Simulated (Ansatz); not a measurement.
Geometry optimisation, RKS PBE0-D4/def2-SVP in Ansatz.

The input (input.yaml):

```yaml
crystal:
  periodic: [false, false, false]
  atoms:
    - { symbol: Ga, position_ang: [0.024889, -0.517728, -0.385507] }
    - { symbol: H, position_ang: [0.00389, 0.138026, 2.302824] }
    - { symbol: H, position_ang: [1.425092, 0.108475, -0.634085] }
    - { symbol: H, position_ang: [-1.406393, 0.04038, -0.618488] }
    - { symbol: Br, position_ang: [0.083507, -2.757702, 0.447065] }
    - { symbol: H, position_ang: [0.025216, -0.555152, 2.10419] }
basis:
  gaussian: { orbitals: def2-SVP }
hamiltonian:
  xc: pbe0
  dispersion: d4
relax:
  f_tol: 0.03
  max_steps: 50
```

Run as:

```bash
$ ansatz run input.yaml --threads 2 --pin off --max-ram 3072MiB --backend cpu --events-out ev --progress --plain --runs-dir out
```

**Question.** Where does it end, and by what steps?

**Answer.** The forces met the threshold. After 5 steps the energy has fallen by 0.128 eV; Br5 moved furthest, 0.31 Å.

```csv
step,energy less start (eV),largest force component (eV/Å),accepted
0,0.0000,1.766,yes
1,-0.1049,0.549,yes
2,-0.1144,0.288,yes
3,-0.1268,0.247,yes
4,-0.1280,0.063,yes
5,-0.1285,0.006,yes
```

```xyz
6
Properties=species:S:1:pos:R:3
Ga 0.026 -0.607 -0.266
H 0.004 0.308 2.048
H 1.415 0.075 -0.450
H -1.398 0.002 -0.446
Br 0.085 -2.875 0.158
H 0.025 -0.447 2.171
```

Whether the end is a true minimum wasn't checked by a vibrational analysis.

The run took 6.6 s on 2 threads of Intel(R) Xeon(R) 6975P-C (Granite Rapids), with other jobs on the host, peak memory 0.19 GiB.
